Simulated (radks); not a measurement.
The numbers below are computed, except where a source is named.
Coulomb parameter of the 4d shell of the silver ion Ag3+ in the model configuration [Kr] 4d6.5 5s1.5, as a second difference U = [E(n + 0.25) + E(n - 0.25) - 2 E(n)] / (0.25)^2 with all orbitals relaxed. "Bare": the charge of the atom changes with n. "Screened": the 5s shell takes up the change at fixed total charge, which measures U(4d,4d) + U(5s,5s) - 2 U(4d,5s). Code: a radial shooting solver on a logarithmic mesh with Libxc functionals. Model: scalar-relativistic Kohn-Sham, BLYP, spin-unpolarised, spherical densities, point nucleus.

case                 configuration  E - E(n) (eV)
start             [Kr] 4d6.5 5s1.5          0.000
bare +0.25       [Kr] 4d6.75 5s1.5        -12.072
bare -0.25       [Kr] 4d6.25 5s1.5         13.073
screened +0.25  [Kr] 4d6.75 5s1.25         -3.865
screened -0.25  [Kr] 4d6.25 5s1.75          4.035

U(bare) = 16.022 eV, U(screened by 5s) = 2.708 eV, against the Slater integral F0(4d,4d) = 20.463 eV with frozen orbitals.
